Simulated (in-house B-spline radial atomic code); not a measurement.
Radial electron density of Bi3+, [Xe] 4f14 5d10 6s2. Level of theory: scalar-relativistic (X2C) TPSSh, spin-polarised, spherical fractional occupations, Fermi nucleus of rms radius 5.5211 fm; calculated with a B-spline radial code for spherical atoms.

One-electron X2C: radii and densities carry no picture-change correction, so inner-shell <1/r> comes out high (for 1s by about 2 % at Z = 33, 5 % at 54, 10 % at 75, 30 % at 118) and <r> low.

Columns: r (bohr), 4πr²n(r) (electrons per bohr), bar.

```
0.000241    3.547 #
  0.0003    4.759 #
0.000373    6.341 ##
0.000465    8.437 ##
0.000578    11.13 ###
 0.00072    14.65 ####
0.000896    19.14 #####
 0.00111    24.72 #######
 0.00139    32.04 #########
 0.00173    40.81 ###########
 0.00215    51.23 ##############
 0.00268    63.46 ##################
 0.00333     76.8 #####################
 0.00414    90.71 #########################
 0.00516      104 #############################
 0.00642    114.8 ################################
 0.00799    121.1 ##################################
 0.00995    121.6 ##################################
  0.0124    116.2 ################################
  0.0154      108 ##############################
  0.0192    102.3 #############################
  0.0239      106 ##############################
  0.0297    121.8 ##################################
   0.037    143.8 ########################################
   0.046    157.6 ############################################
  0.0573    151.4 ##########################################
  0.0713    131.8 #####################################
  0.0887    122.8 ##################################
    0.11    136.2 ######################################
   0.137    148.3 #########################################
   0.171    127.4 ####################################
   0.213     92.2 ##########################
   0.265    85.96 ########################
    0.33    99.58 ############################
   0.411    89.63 #########################
   0.511    57.27 ################
   0.636    34.28 ##########
   0.792    27.37 ########
   0.985    22.61 ######
    1.23    14.87 ####
    1.53    8.123 ##
     1.9    3.924 #
    2.36    1.603 
    2.94   0.4816 
    3.66  0.09524 
    4.56  0.01022 
    5.67 0.000522 
    7.06 9.826e-06
```

On this grid the curve has 4 maxima, near 0.00995, 0.046, 0.137, 0.33 bohr.

The 5d up radial function P(r) = rR(r), positive near the nucleus:

| r (bohr) | P |
| --- | --- |
| 0.00516 | 0.001067 |
| 0.00799 | 0.003306 |
| 0.0124 | 0.01004 |
| 0.0192 | 0.02878 |
| 0.0297 | 0.0755 |
| 0.046 | 0.1717 |
| 0.0713 | 0.3066 |
| 0.11 | 0.3483 |
| 0.171 | 0.0598 |
| 0.265 | -0.4376 |
| 0.411 | -0.3728 |
| 0.636 | 0.4604 |
| 0.985 | 1.022 |
| 1.53 | 0.7387 |
| 2.36 | 0.2513 |
| 3.66 | 0.03247 |
| 5.67 | 0.001024 |
